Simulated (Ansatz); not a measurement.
Consider the atomization: `O=C=[N][AlH2]` → Al• + C• + 2 H• + N• + O•.

Program: Ansatz. Geometries: PBE0-D4/def2-TZVP. ΔE: electronic, gas phase. CCSD(T)/CBS adds triple-zeta CCSD(T) − MP2 to the extrapolated MP2 energy (def2 sets, frozen cores). This one scheme is used for every species, atoms too. DFT in def2-TZVPP. HSE06 is defined as in plane-wave codes. Open shells (•) are unrestricted, without spin–orbit coupling. Spin–orbit coupling would lower the free atoms: a little for Al, C, O.

| species | HSE06 energy (Eh) |
| --- | --- |
| `O=C=[N][AlH2]` | -411.51302 |
| Al• | -242.24302 |
| C• | -37.80300 |
| H• | -0.50075 |
| N• | -54.54099 |
| O• | -75.01518 |

(1) Work out ΔE.

Largest T1 diagnostic among the species: 0.018.

## Answers

(1) ΔE = 2 × (-0.50075) + (-242.24302) + (-37.80300) + (-54.54099) + (-75.01518) − (-411.51302) = 0.90933 Eh = +2387.4 kJ/mol. CCSD(T)/CBS gives +2382.0 kJ/mol.

At CCSD(T), def2-SVP lies −133.8 kJ/mol from the extrapolated value and def2-TZVPP −77.3 kJ/mol: correlation converges slowly with the basis, and small sets miss more of it in the bonded molecule than in its fragments. Leaving LDA and LC-ωPBE aside and taking each functional with its dispersion term where it has one, the values, not all of them listed here, spread over 209.2 kJ/mol, from BHLYP-D4 to PBE-D4. LDA lies +316.0 kJ/mol from PBE without D4, its usual overbinding. The D4 term adds +15.1 kJ/mol with B3LYP and +7.8 kJ/mol with PBE0; it sums over pairs of atoms, weighted by their polarisabilities, and B3LYP, whose exchange is more repulsive, gets the larger term.

B3LYP here is the variant with VWN-RPA as its local correlation; programs differ in this.

For atomizations the MP2-based limit and the directly extrapolated one differ by several kJ/mol either way, and by 10 to 25 for some Ge, Se and Sn compounds, so smaller differences from it don't rank the levels.
